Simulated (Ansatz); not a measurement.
Total energies of `O[C](=S)[GaH][F]`.

```xyz
7

O    -0.766    0.676    1.545
C    -0.002    0.396    0.520
S     1.284    1.268   -0.003
Ga    0.038   -0.983   -0.867
F    -1.038   -0.625   -2.209
H    -0.455    1.501    1.962
H     0.938   -2.234   -0.949
```

Charge 0, multiplicity 1. Correlated methods include outer-core shells of Ga, which these sets cover unevenly. Scalar relativity is left out up to krypton. The structure was optimised at the PBE0-D4/def2-TZVP level. It is one conformer, not always the lowest. Basis def2-TZVPP, Ansatz 0.2.0.

RPA on PBE orbitals: Hartree–Fock energy of these orbitals -2534.15507 Eh, correlation -1.60250 Eh (frozen core).

| functional | energy without D4 (Eh) | D4 term (kJ/mol) |
| --- | --- | --- |
| r2SCAN | -2537.42593 | -3.9 |
| PBE0 | -2536.94544 | -14.7 |

Give the same for LDA (SPW92), PBE, revPBE, BLYP, B97M-V, B3LYP, r2SCANh, r2SCAN0, HSE06 (plane-wave form), BHLYP, CAM-B3LYP, LC-ωPBE, ωB97X-V, ωB97M-V, B2PLYP, PBE-QIDH. (Best estimate.)

Ansatz gave: 
```
             functional  energy without D4 (Eh)  D4 term (kJ/mol)
            LDA (SPW92)             -2531.65064                 –
                    PBE             -2536.88222             -17.3
                 revPBE             -2537.28064             -47.2
                   BLYP             -2537.60179             -37.7
                 B97M-V             -2537.03156                 –
                  B3LYP             -2537.62512             -28.4
                r2SCANh             -2537.39814              -4.3
                r2SCAN0             -2537.35857              -4.8
HSE06 (plane-wave form)             -2536.92870             -13.8
                  BHLYP             -2537.42735             -24.2
              CAM-B3LYP             -2537.61942             -15.1
                LC-ωPBE             -2537.05983                 –
                ωB97X-V             -2537.24645                 –
                ωB97M-V             -2537.37646                 –
                 B2PLYP             -2536.93728                 –
               PBE-QIDH             -2536.49292                 –
```

B3LYP takes the VWN-RPA correlation (the form of Gaussian; ORCA's B3LYP/G). HSE06 is the plane-wave form, built on full-range PBE exchange. The double hybrids freeze the cores in their second-order part.

LC-ωPBE has ω = 0.4 bohr⁻¹.
